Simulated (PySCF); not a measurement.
## A small calculation by hand: dipole moment from atomic charges

B(AsH2)(F)2 (AsBF₂H₂), SMILES FB(F)[AsH2]. Atoms are numbered in the order given.

```xyz
6

B      1.0272    -0.0235     0.0000
As    -1.0217     0.0624     0.0000
H     -1.1575    -0.9666     1.1178
H     -1.1575    -0.9666    -1.1178
F      1.7164    -0.0004    -1.1264
F      1.7164    -0.0004     1.1264
```

Coordinates come from a B3LYP-D3(BJ)/def2-SVP optimisation.

Charges (e) from ωB97X/def2-TZVPD in PySCF:

```
atom  ESP fit     IAO
----  -------  ------
B1      0.487   0.575
As2    -0.129   0.100
H3      0.037  -0.022
H4      0.037  -0.022
F5     -0.216  -0.316
F6     -0.216  -0.316
```

The dipole moment of the full density is 0.97 D.

Problem. What dipole moment does each set of point charges give, and which comes closer to that of the density?

Solution. 
μ = Σ q r, and 1 e Å = 4.8032 D.
ESP fit: Σ q r = (-0.195, -0.091, 0.000) e Å, |μ| = 1.03 D.
IAO: Σ q r = (-0.545, 0.036, 0.000) e Å, |μ| = 2.63 D.
ESP fit comes closer in size. Point charges leave out the atoms' own dipoles (lone pairs, polarised bonds); fits to the potential absorb them, partitions of the density don't.
